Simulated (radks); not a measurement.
Q: These are the eigenvalues of the occupied orbitals of an atom or ion with whole-number occupations (hartree). Calculated with a radial shooting solver on a logarithmic mesh with Libxc functionals: non-relativistic Kohn-Sham, PBE, spin-unpolarised, spherical densities, point nucleus.

1s: -371.6490
2s: -66.47943
2p: -61.77875
3s: -24.70673

Which element is it, and in what charge state? The configuration may be excited.

A: Z = 30, zinc, charge +18: Zn18+ in [Ne] 3s2. The list shows which subshells hold electrons but not how many an open one holds; the 1s level, -371.65 hartree, gives Z - s = 27.3 by -(Z - s)^2/2, which with screening narrows Z to a few neighbours, and the depths of the outer levels then fix element, charge and occupations together.
